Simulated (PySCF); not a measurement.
TeF3, SMILES F[Te+](F)F, charge +1. Atoms are numbered in the order given.

```xyz
4

Te     0.0000     0.0000     0.3287
F      1.3907    -0.8029    -0.6330
F     -1.3907    -0.8029    -0.6330
F      0.0000     1.6059    -0.6330
```
Charge +1, spin multiplicity 1.

The structure is a stationary point at B3LYP-D3(BJ)/def2-SVP. The spin state was assumed, not searched. The isomer is the one that the SMILES or the coordinates give; other isomers of the formula were not compared. The def2 effective core potentials stand for the cores of Te; spin–orbit coupling is left out.

Level of theory: B3LYP-D3(BJ)/def2-SVP (PySCF).

Frequencies are harmonic and unscaled.

Modes within 1.5 cm⁻¹ of each other (mostly degenerate sets) share a row, with their intensities summed.

```csv
mode,ν (cm⁻¹),IR (km/mol),moving atoms (share of kinetic energy)
1–2,204,11.7,F 94 %
3,249,23.3,"F 81 %, Te 19 %"
4–6,720,126.6,"F 86 %, Te 14 %"
```
